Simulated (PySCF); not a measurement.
HfOBr + HBr → HHfO + Br₂

Level: PBE0 in the def2-TZVP basis family, computed in PySCF with density fitting; scalar-relativistic core potentials for atoms from Rb on, none lighter, no spin–orbit coupling; open shells unrestricted.

```csv
species,state and structure,E (Eh),ZPE (kJ/mol),H(298 K) − H(0) (kJ/mol),S° (J/(mol K))
HfOBr,"doublet, Cs, Hf–Br 2.510 Å, Hf–O 1.735 Å; Br–Hf–O 111.2°",-2697.11430,8.2,13.0,316.5
HBr,"singlet, C∞v, H–Br 1.421 Å",-2574.45811,16.0,8.7,198.5
HHfO,"doublet, Cs, Hf–H 1.856 Å, Hf–O 1.734 Å; H–Hf–O 103.8°",-123.75016,19.0,10.6,268.7
Br₂,"singlet, D∞h, Br–Br 2.281 Å",-5147.70672,2.0,9.7,244.8
```

Question: What is the electronic reaction energy?

Answer: At PBE0/def2-TZVP, ΔE = 303.3 kJ/mol from the differences of the total energies times 2625.5, uphill. 

Question: Add zero-point, thermal and entropy terms for 298.15 K and 1 bar.

Answer: ΔZPE = -3.2 and Δ[H(298) − H(0)] = -1.4 kJ/mol give ΔH° = 298.7 kJ/mol. ΔS° = -1.5 J/(mol K), so ΔG° = 298.7 − 298.15 × (-0.0015) = 299 kJ/mol.

Spin–orbit coupling can matter for HfOBr, HHfO and is left out. Open d or f shells are single determinants, so the state found may not be the ground state. Only the bonding shown was studied: isomers, or loss of a ligand pair, can lie lower.
